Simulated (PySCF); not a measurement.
# Spinor energies of Au⁻ (gold, charge -1)

Start: [Xe] 4f14 5d10 6s2. Calculated with PySCF 2.14 in x2c-TZVPall-2c with one added diffuse shell each of s, p, d type (12s12p11d2f, 117 functions): generalised Hartree-Fock with the X2C-1e Hamiltonian and a Gaussian nucleus; one run each with spin-orbit coupling (SO) switched off, then screened by Boettger's factors.

```tsv
spinor shell	electrons	ε, spin-free (eV)	ε, screened SO (eV)	weight of nominal j (screened SO)	rms radius, screened SO (bohr)
1s1/2	2	-81170.3	-81139.1	1.000	0.0190
2s1/2	2	-14468.6	-14458.8	1.000	0.0768
2p1/2	2	-12519.4	-13841.3	1.000	0.0651
2p3/2	4	-12519.4	-12000.2	1.000	0.0731
3s1/2	2	-3478.6	-3475.4	1.000	0.196
3p1/2	2	-2904.2	-3198.7	1.000	0.188
3p3/2	4	-2904.2	-2786.3	1.000	0.204
3d3/2	4	-2280.8	-2332.2	1.000	0.179
3d5/2	6	-2280.8	-2244.0	1.000	0.183
4s1/2	2	-786.56	-785.61	1.000	0.433
4p1/2	2	-595.01	-666.45	1.000	0.438
4p3/2	4	-595.01	-566.24	1.000	0.471
4d3/2	4	-359.88	-371.04	1.000	0.485
4d5/2	6	-359.88	-351.80	1.000	0.497
5s1/2	2	-121.02	-120.92	1.000	0.999
4f5/2	6	-96.966	-98.749	1.000	0.544
4f7/2	8	-96.966	-94.962	1.000	0.546
5p1/2	2	-67.893	-80.262	1.000	1.09
5p3/2	4	-67.893	-63.025	1.000	1.19
5d3/2	4	-5.842	-6.986	1.000	1.70
5d5/2	6	-5.842	-5.112	1.000	1.82
6s1/2	2	-1.158	-1.178	1.000	4.22
```

```json
{"quantity": "E (hartree)", "spin-free": "-18997.42921", "screened SO": "-19026.86729"}
{"quantity": "M_J", "spin-free": "0", "screened SO": "0"}
{"quantity": "⟨J²⟩", "spin-free": "0.000", "screened SO": "0.000"}
{"quantity": "⟨L²⟩", "spin-free": "0.000", "screened SO": "0.185"}
{"quantity": "⟨S²⟩", "spin-free": "0.000", "screened SO": "0.185"}
```

Breit and QED terms are absent; they matter most for the inner s and p1/2 levels.

Densities and radii are taken from the X2C orbitals without a picture-change correction, which distorts them close to the nucleus.

Without spin-orbit coupling the j labels of p, d and f shells carry no meaning; the spin-free column gives the mean over the occupied spinors of each nl shell.
